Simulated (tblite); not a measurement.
Species: GeH3PH2, GeH₅P.
SMILES: `[PH2][GeH3]`

All values are computed: GFN2-xTB (tblite) harmonic vibrations without scaling, gas phase. Errors from tens to a few hundred cm⁻¹ against measured bands are possible. Modes of hydrogen on germanium and phosphorus can be 10 to 20 % off.

Harmonic wavenumbers (cm⁻¹): 120.6, 375.0, 398.5, 404.4, 716.2, 724.3, 783.4, 868.7, 869.2, 1122.0, 1928.6, 2018.1, 2041.7, 2258.2, 2320.4.

A = 52960, B = 3909, C = 3901 MHz; mass 109.934 u (most abundant isotopes); point group Cs, symmetry number 1.

Q: Zero-point energy?

A: Half the sum of the wavenumbers: 8475 cm⁻¹ = 24.23 kcal/mol.

Q: What is S at 350 K and 1 bar for an ideal gas of classical rigid rotors and harmonic oscillators?

A: Translation 40.82, rotation 23.98, vibration 8.98: S = 73.8 cal/(mol K).

Q: And Cp and H(350 K) − H(0)?

A: Cp = 19.69 cal/(mol K), of which vibrations give 11.74 (their classical limit is 15 R = 29.8); H(350 K) − H(0) = 4.66 kcal/mol without the zero-point energy, 1.87 from vibrations.

Q: What must be added to the electronic energy to get the Gibbs energy at 350 K and 1 bar?

A: ZPE + [H(350 K) − H(0)] − T·S = 24.23 + 4.66 − 25.82 = 3.07 kcal/mol.

Q: Blend soft modes into free rotors: weight 1/[1 + (100 cm⁻¹/ν̃)⁴] for the oscillator and the rest for a rotor with moment μB/(μ + B), μ = h/(8π²ν), B = 10⁻⁴⁴ kg m². What vibrational entropy results?

A: 8.80 cal/(mol K) in place of 8.98, which changes −T·S at 350 K by +0.06 kcal/mol.

Q: Which modes carry the vibrational entropy at 350 K?

A: 120.6 cm⁻¹: 3.40; 375.0 cm⁻¹: 1.31; 398.5 cm⁻¹: 1.21; 404.4 cm⁻¹: 1.19; 716.2 cm⁻¹: 0.43; 724.3 cm⁻¹: 0.42 cal/(mol K); the other 9 give 1.00 together.

Q: How do the functions run with temperature in this model?

A: 
```
 T (K)  S (cal/(mol K))  Cp (cal/(mol K))  H − H(0) (kcal/mol)  G − H(0) (kcal/mol)  ln q(vib)
   150             60.6              12.1                 1.44                -7.65       0.45
   250             67.7              16.2                 2.85               -14.08       1.08
298.15             70.8              18.0                 3.68               -17.42       1.43
   400             76.5              21.1                 5.68               -24.92       2.21
   600             86.0              25.7                10.38               -41.21       3.79
   900             97.3              30.1                18.80               -68.77       6.06
```

q(vib) and H(0) count from the zero-point level.

Hindered rotation and anharmonicity are outside this model.
